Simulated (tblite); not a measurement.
C₉H₁₄O.
Atom-mapped SMILES: `[O:1]=[CH:2][C@@H:3]1[CH2:4][C@H:5]2[CH2:6][CH2:7][C@@H:8]([CH2:9]1)[CH2:10]2` (hydrogens: H11 on C2; H12 on C3; H13, H14 on C4; H15 on C5; H16, H17 on C6; H18, H19 on C7; H20 on C8; H21, H22 on C9; H23, H24 on C10)

Computed with GFN2-xTB (tblite), gas phase: L-BFGS steps from a force-field or distance-geometry start until the largest atomic force falls under 0.01 eV/Å.

Step 27: E = -829.6514 eV
```
atom  x, y, z in Å  |  force x, y, z in eV/Å
O1      3.5058   -1.2445   -0.4190   -0.004   0.040   0.049
C2      2.7838   -0.3553   -0.0623    0.001   0.005  -0.115
C3      1.2826   -0.3998   -0.0843    0.000  -0.015   0.023
C4      0.7501    0.5958   -1.1312    0.000  -0.048   0.061
C5     -0.7727    0.7288   -1.0248    0.030  -0.046  -0.042
C6     -1.4389   -0.6566   -1.0093   -0.046   0.005   0.004
C7     -1.4930   -1.0522    0.4816    0.028  -0.005  -0.009
C8     -0.8041    0.0958    1.2349   -0.041   0.039   0.015
C9      0.7151   -0.0859    1.3032   -0.059   0.027   0.027
C10    -1.1295    1.2942    0.3470    0.002   0.004  -0.026
H11     3.2032    0.6055    0.3018   -0.031   0.000   0.017
H12     0.9847   -1.4149   -0.3568    0.052   0.026  -0.094
H13     1.0204    0.2437   -2.1284    0.044   0.019  -0.007
H14     1.2121    1.5752   -0.9770   -0.010  -0.038  -0.016
H15    -1.1422    1.3522   -1.8440    0.042  -0.028   0.021
H16    -0.8796   -1.3688   -1.6202   -0.062   0.045   0.097
H17    -2.4480   -0.6032   -1.4212    0.028   0.052   0.006
H18    -2.5292   -1.1292    0.8146    0.028  -0.028  -0.020
H19    -1.0088   -2.0065    0.6781   -0.005  -0.040   0.005
H20    -1.1990    0.2000    2.2491    0.018   0.025  -0.017
H21     1.1719    0.8260    1.6972   -0.028   0.013  -0.017
H22     0.9640   -0.9004    1.9868   -0.002  -0.016  -0.003
H23    -0.5662    2.1930    0.5975    0.019  -0.052   0.016
H24    -2.1943    1.5267    0.3941   -0.001   0.016   0.024
```

Step 28: E = -829.6534 eV
```
atom  x, y, z in Å  |  force x, y, z in eV/Å
O1      3.5107   -1.2385   -0.4150   -0.020   0.050   0.035
C2      2.7837   -0.3518   -0.0622   -0.011  -0.013  -0.061
C3      1.2816   -0.4025   -0.0823    0.019   0.000  -0.017
C4      0.7488    0.5921   -1.1301    0.010  -0.030   0.047
C5     -0.7740    0.7273   -1.0249    0.044  -0.025  -0.046
C6     -1.4434   -0.6558   -1.0098   -0.030   0.011  -0.002
C7     -1.4928   -1.0535    0.4801    0.021   0.003   0.003
C8     -0.8052    0.0953    1.2340   -0.006   0.024   0.033
C9      0.7140   -0.0863    1.3056   -0.024   0.012  -0.029
C10    -1.1270    1.2951    0.3465    0.002  -0.014  -0.007
H11     3.1987    0.6104    0.3056   -0.041  -0.009  -0.003
H12     0.9844   -1.4174   -0.3591    0.067   0.041  -0.061
H13     1.0201    0.2401   -2.1272    0.039   0.012  -0.006
H14     1.2117    1.5718   -0.9779   -0.017  -0.046  -0.011
H15    -1.1402    1.3506   -1.8451    0.030  -0.016   0.015
H16    -0.8845   -1.3664   -1.6224   -0.069   0.030   0.086
H17    -2.4534   -0.5995   -1.4198    0.042   0.046   0.013
H18    -2.5278   -1.1324    0.8146    0.010  -0.034  -0.011
H19    -1.0067   -2.0075    0.6740   -0.005  -0.032   0.007
H20    -1.2000    0.2003    2.2478    0.005   0.022  -0.011
H21     1.1706    0.8301    1.6921   -0.041  -0.038   0.002
H22     0.9659   -0.9021    1.9877   -0.017   0.031   0.003
H23    -0.5563    2.1897    0.5965   -0.006  -0.054   0.012
H24    -2.1906    1.5309    0.3987    0.000   0.031   0.009
```

Step 29: E = -829.6548 eV
```
atom  x, y, z in Å  |  force x, y, z in eV/Å
O1      3.5145   -1.2334   -0.4114   -0.022   0.039   0.012
C2      2.7833   -0.3489   -0.0628   -0.016  -0.012   0.003
C3      1.2812   -0.4043   -0.0809    0.026   0.010  -0.046
C4      0.7482    0.5883   -1.1293    0.014  -0.007   0.007
C5     -0.7741    0.7259   -1.0254    0.037  -0.001  -0.021
C6     -1.4472   -0.6545   -1.0099   -0.007   0.016   0.008
C7     -1.4922   -1.0546    0.4790    0.005   0.004   0.018
C8     -0.8063    0.0951    1.2336    0.019  -0.002   0.028
C9      0.7126   -0.0862    1.3069    0.011  -0.010  -0.063
C10    -1.1253    1.2953    0.3460   -0.001  -0.023   0.009
H11     3.1946    0.6138    0.3086   -0.042  -0.005  -0.017
H12     0.9859   -1.4186   -0.3619    0.065   0.032  -0.032
H13     1.0200    0.2364   -2.1266    0.032   0.002   0.001
H14     1.2120    1.5681   -0.9808   -0.018  -0.039   0.001
H15    -1.1380    1.3498   -1.8454    0.022  -0.006   0.002
H16    -0.8896   -1.3638   -1.6227   -0.056  -0.005   0.054
H17    -2.4571   -0.5956   -1.4189    0.030   0.043   0.017
H18    -2.5262   -1.1361    0.8145   -0.007  -0.033  -0.001
H19    -1.0054   -2.0091    0.6712   -0.001  -0.013   0.003
H20    -1.2008    0.2007    2.2469   -0.008   0.021  -0.001
H21     1.1690    0.8323    1.6894   -0.043  -0.058   0.013
H22     0.9670   -0.9025    1.9882   -0.029   0.053   0.009
H23    -0.5500    2.1866    0.5967   -0.011  -0.042   0.007
H24    -2.1878    1.5347    0.4025    0.000   0.034  -0.010
```

Step 30: E = -829.6560 eV
```
atom  x, y, z in Å  |  force x, y, z in eV/Å
O1      3.5181   -1.2280   -0.4077   -0.013   0.015  -0.009
C2      2.7828   -0.3460   -0.0625   -0.013   0.001   0.047
C3      1.2814   -0.4055   -0.0803    0.020   0.014  -0.054
C4      0.7480    0.5844   -1.1294    0.013   0.014  -0.036
C5     -0.7737    0.7251   -1.0259    0.018   0.017   0.012
C6     -1.4507   -0.6525   -1.0099    0.015   0.016   0.024
C7     -1.4915   -1.0555    0.4782   -0.013   0.000   0.027
C8     -0.8070    0.0948    1.2336    0.023  -0.025   0.009
C9      0.7116   -0.0863    1.3070    0.027  -0.028  -0.067
C10    -1.1238    1.2951    0.3459   -0.003  -0.021   0.017
H11     3.1898    0.6172    0.3116   -0.037   0.009  -0.023
H12     0.9889   -1.4191   -0.3643    0.054   0.008  -0.014
H13     1.0194    0.2310   -2.1266    0.024  -0.004   0.006
H14     1.2129    1.5638   -0.9857   -0.012  -0.020   0.015
H15    -1.1359    1.3501   -1.8453    0.017   0.002  -0.010
H16    -0.8956   -1.3612   -1.6228   -0.035  -0.042   0.018
H17    -2.4601   -0.5906   -1.4178    0.009   0.042   0.020
H18    -2.5247   -1.1406    0.8144   -0.019  -0.027   0.007
H19    -1.0040   -2.0106    0.6683    0.003   0.007  -0.003
H20    -1.2018    0.2009    2.2463   -0.012   0.019   0.009
H21     1.1669    0.8329    1.6881   -0.034  -0.052   0.016
H22     0.9676   -0.9015    1.9890   -0.033   0.051   0.012
H23    -0.5451    2.1833    0.5978   -0.004  -0.024   0.004
H24    -2.1853    1.5387    0.4057    0.003   0.028  -0.027
```

Task: Estimate the geometry and energy of step 31. (The exact step hangs on the optimiser's Hessian estimate; all steps are aligned on step 30, rigid shifts and turns removed.)

Result: E = -829.6572 eV, largest force 0.072 eV/Å
```
atom  x, y, z in Å  |  force x, y, z in eV/Å
O1      3.5219   -1.2213   -0.4035    0.001  -0.010  -0.023
C2      2.7821   -0.3425   -0.0607   -0.003   0.017   0.065
C3      1.2819   -0.4065   -0.0805    0.007   0.011  -0.042
C4      0.7478    0.5800   -1.1307    0.010   0.026  -0.064
C5     -0.7729    0.7249   -1.0262   -0.001   0.022   0.035
C6     -1.4544   -0.6498   -1.0096    0.029   0.008   0.035
C7     -1.4910   -1.0565    0.4775   -0.029  -0.007   0.027
C8     -0.8072    0.0937    1.2338    0.010  -0.035  -0.013
C9      0.7110   -0.0870    1.3060    0.021  -0.034  -0.046
C10    -1.1220    1.2945    0.3464   -0.002  -0.012   0.014
H11     3.1840    0.6215    0.3151   -0.026   0.027  -0.020
H12     0.9932   -1.4198   -0.3663    0.039  -0.022  -0.005
H13     1.0181    0.2230   -2.1271    0.017  -0.005   0.003
H14     1.2143    1.5586   -0.9924   -0.001   0.007   0.024
H15    -1.1334    1.3510   -1.8449    0.012   0.008  -0.016
H16    -0.9029   -1.3588   -1.6234   -0.015  -0.070  -0.011
H17    -2.4635   -0.5841   -1.4160   -0.010   0.041   0.024
H18    -2.5234   -1.1460    0.8145   -0.025  -0.018   0.015
H19    -1.0020   -2.0120    0.6644    0.007   0.023  -0.007
H20    -1.2031    0.2008    2.2459   -0.006   0.013   0.014
H21     1.1641    0.8326    1.6872   -0.017  -0.033   0.014
H22     0.9677   -0.8995    1.9901   -0.029   0.030   0.012
H23    -0.5398    2.1794    0.5993    0.004  -0.003   0.005
H24    -2.1823    1.5435    0.4087    0.007   0.016  -0.039
```

The energy changes by -0.0011 eV. The first-order estimate −F·Δx gives -0.0016 eV and the mean of the old and new forces, exact on a quadratic surface, -0.0011 eV. The step makes an angle of 73° with the force vector and moves no atom by more than 0.009 Å.

Run on an Arm Neoverse V2 with one thread, on a shared host.
